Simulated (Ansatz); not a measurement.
The cluster GeAu2⁻ (the lowest doublet isomer of a short search) was relaxed with r2SCAN-D4 (def2-TZVPD) in Ansatz in these states: charge -1 doublet, charge -1 quartet. The geometries follow in no particular order.

In the def2 sets Au takes a core potential; there is no spin–orbit coupling.

A:

```xyz
3

Au    1.131   -0.882    0.442
Au   -0.299    1.293    0.659
Ge   -0.832   -0.411   -1.102
```

B:

```tsv
atom	x (Å)	y (Å)	z (Å)
Au1	-0.860	0.900	1.147
Au2	0.591	0.187	-1.575
Ge3	0.270	-1.087	0.429
```

**Question.** Judge from the bond lengths which geometry belongs to which state (an estimate).

**Answer.** A is the charge -1 quartet (Au1–Au2 2.612 Å, Au1–Ge3 2.542 Å, Au2–Ge3 2.508 Å); B is the charge -1 doublet (Au1–Au2 3.166 Å, Au1–Ge3 2.396 Å, Au2–Ge3 2.396 Å).

At r2SCAN-D4/def2-TZVPD the highest occupied level of the charge -1 quartet lies above zero (up to 0.91 eV). It is a level of α spin, whose loss leaves a triplet; that state wasn't run at this geometry and level. The electron is either unbound and held by the finite basis, or the level is raised by self-interaction error. At r2SCAN-D4/def2-TZVPD the highest occupied level of the charge -1 doublet lies above zero (up to 0.45 eV). By energy differences its removal costs 1.80 eV (vertical, to the charge 0 singlet, at r2SCAN-D4/def2-TZVPD); a positive level beside a positive removal energy at the same level points to self-interaction error. At PBE0-D4/def2-TZVPD a doublet lies 1.77 eV below the charge -1 quartet. These are the stationary points nearest to one start from a short search; other shapes may lie lower in each state.
